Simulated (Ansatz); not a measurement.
Basis sets compared for SiH2Me(NEt2) (C₅H₁₅NSi). The state is a singlet with charge 0. Geometry PBE-D4/def2-SVP. Ansatz on 4 threads of Intel Xeon on a shared host; times are rough, and most runs start from earlier orbitals.

```csv
atom,x (Å),y (Å),z (Å)
Si1,1.074,0.050,1.411
H2,0.487,-0.624,2.626
H3,2.461,-0.482,1.142
C4,1.215,1.907,1.753
H5,1.897,2.099,2.609
H6,0.226,2.346,1.997
H7,1.619,2.444,0.870
N8,0.064,-0.390,0.050
C9,-1.374,-0.594,0.191
C10,-2.229,0.653,-0.075
C11,0.590,-0.356,-1.312
C12,0.739,-1.741,-1.950
H13,-1.577,-0.965,1.218
H14,-1.701,-1.414,-0.489
H15,-1.991,1.461,0.648
H16,-2.058,1.055,-1.095
H17,-3.311,0.422,0.015
H18,-0.049,0.289,-1.962
H19,1.583,0.145,-1.300
H20,1.438,-2.369,-1.361
H21,-0.232,-2.274,-1.999
H22,1.128,-1.663,-2.987
```

Binding counts from free atoms (Si triplet, H doublet, C triplet, N quartet) in the same basis, without a counterpoise term.

| level | functions | energy (Eh) | HOMO (eV) | LUMO (eV) | binding per atom (eV) | wall time |
| --- | --- | --- | --- | --- | --- | --- |
| HF/6-31G | 97 | -541.2934 | -9.05 | 4.97 | 2.74 | 4 s |
| HF/def2-TZVP | 313 | -541.5738 | -9.31 | 3.52 | 2.92 | 19 s |
| PBE-D4/def2-SVP | 177 | -543.0541 | -4.72 | 0.44 | 3.99 | 9.1 s |
| PBE-D4/def2-TZVP (with forces) | 313 | -543.4350 | -4.86 | 0.01 | 3.97 | 19 s |
| r2SCANh-D4/def2-TZVP | 313 | -543.7347 | -5.57 | 0.77 | 3.89 | 28 s |
| PBE0-D4/def2-SVP | 177 | -543.1340 | -6.05 | 1.30 | 3.95 | 12 s |
| PBE0-D4/def2-TZVP | 313 | -543.5063 | -6.13 | 0.83 | 3.92 | 19 s |

Task: Estimate the rows for PBE-D4/def2-TZVPD, r2SCANh-D4/def2-TZVPD, PBE0-D4/def2-TZVPD.

Result: 
```json
{"level": "PBE-D4/def2-TZVPD", "functions": "400", "energy (Eh)": "-543.4363", "HOMO (eV)": "-4.88", "LUMO (eV)": "-0.48", "binding per atom (eV)": "3.97", "wall time": "21 s"}
{"level": "r2SCANh-D4/def2-TZVPD", "functions": "400", "energy (Eh)": "-543.7357", "HOMO (eV)": "-5.57", "LUMO (eV)": "0.34", "binding per atom (eV)": "3.89", "wall time": "32 s"}
{"level": "PBE0-D4/def2-TZVPD", "functions": "400", "energy (Eh)": "-543.5074", "HOMO (eV)": "-6.14", "LUMO (eV)": "0.16", "binding per atom (eV)": "3.92", "wall time": "39 s"}
```
